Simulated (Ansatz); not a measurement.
Geometry optimisation, RKS PBE/def2-SVP in Ansatz 0.2.0.

Input file:

```yaml
crystal:
  periodic: [false, false, false]
  atoms:
    - { symbol: "N", position_ang: [1.2009, 1.385, -0.3044] }
    - { symbol: C, position_ang: [1.0235, 0.264, -0.8534] }
    - { symbol: I, position_ang: [2.2917, -0.1789, -2.4397] }
    - { symbol: O, position_ang: [0.2215, -0.6801, -0.5019] }
    - { symbol: Si, position_ang: [-1.0348, -0.6432, 0.6247] }
    - { symbol: H, position_ang: [0.4982, 1.5933, 0.4486] }
    - { symbol: H, position_ang: [-1.6152, -1.9767, 0.8148] }
    - { symbol: H, position_ang: [-2.0395, 0.3513, 0.2219] }
    - { symbol: H, position_ang: [-0.4579, -0.1611, 1.9723] }
basis:
  gaussian: { orbitals: def2-SVP }
hamiltonian:
  xc: pbe
relax:
  f_tol: 0.02
  max_steps: 50
output:
  orbitals: {}
```

Run as:

```bash
$ ansatz run input.yaml --threads 2 --pin off --max-ram 3072MiB --backend cpu --events-out ev --progress --plain --runs-dir out
```

Where does it end, and by what steps?

It converged. After 9 steps the energy has fallen by 0.267 eV; H9 moved furthest, 0.15 Å.

```tsv
step	energy less start (eV)	largest force component (eV/Å)	accepted
0	0.0000	2.691	yes
1	-0.2194	1.410	yes
2	-0.2557	0.587	yes
3	-0.2630	0.161	yes
4	-0.2644	0.056	yes
5	-0.2658	0.067	yes
6	-0.2663	0.044	yes
7	-0.2666	0.030	yes
8	-0.2668	0.032	yes
9	-0.2672	0.019	yes
```

```xyz
9
Properties=species:S:1:pos:R:3
N 1.133 1.485 -0.373
C 1.032 0.308 -0.824
I 2.348 -0.309 -2.411
O 0.215 -0.713 -0.499
Si -1.028 -0.632 0.692
H 0.467 1.693 0.390
H -1.628 -1.998 0.680
H -2.025 0.421 0.302
H -0.426 -0.300 2.027
```

Time of the run: 16 s on 2 threads of AMD EPYC 9R14 (Zen 4) (shared host), peak memory 0.2 GiB.
